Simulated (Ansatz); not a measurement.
Ligand exchange: Cd(CH3)Br + AlH2(SH) → Cd(CH3)(SH) + AlH2Br

Species: Cd(CH3)Br, singlet; AlH2(SH), singlet; Cd(CH3)(SH), singlet; AlH2Br `[AlH2][Br]`, singlet. The partners trade Br for SH: Cd–Br and Al–SH bonds give way to Cd–SH and Al–Br.

Shapes, held fixed at every level: PBE0-D4/def2-TZVP. Programs: Ansatz 0.2.0. Electronic energies: no zero-point or thermal term.

| level | kind | ΔE (kJ/mol) | less CCSD(T)/def2-TZVPP |
| --- | --- | --- | --- |
| HF/def2-SVP | Hartree–Fock | +24.2 | +9.9 |
| HF/def2-TZVPP | Hartree–Fock | +24.2 | +9.9 |
| SPW92/def2-TZVPP | LDA | +13.4 | -0.9 |
| PBE-D4/def2-TZVPP | GGA | +15.1 | +0.8 |
| BHLYP-D4/def2-TZVPP | global hybrid | +18.9 | +4.6 |
| wB97M-V/def2-TZVPP | range-separated hybrid | +15.8 | +1.5 |
| B2PLYP/def2-TZVPP | double hybrid | +15.5 | +1.2 |
| CCSD(T)/def2-TZVPP | coupled cluster or CI | +14.3 | 0.0 |

The highest level, CCSD(T)/def2-TZVPP, gives ΔE = +14.3 kJ/mol; the levels span +13.4 to +24.2. The column of differences is taken from that level and isn't an error. No measured value is set beside it here. For atoms past krypton def2 sets carry core potentials with scalar relativity. Relativity is left out for Br unless named. Correlated rows may include outer-core shells of Br, Cd, which these sets cover unevenly.
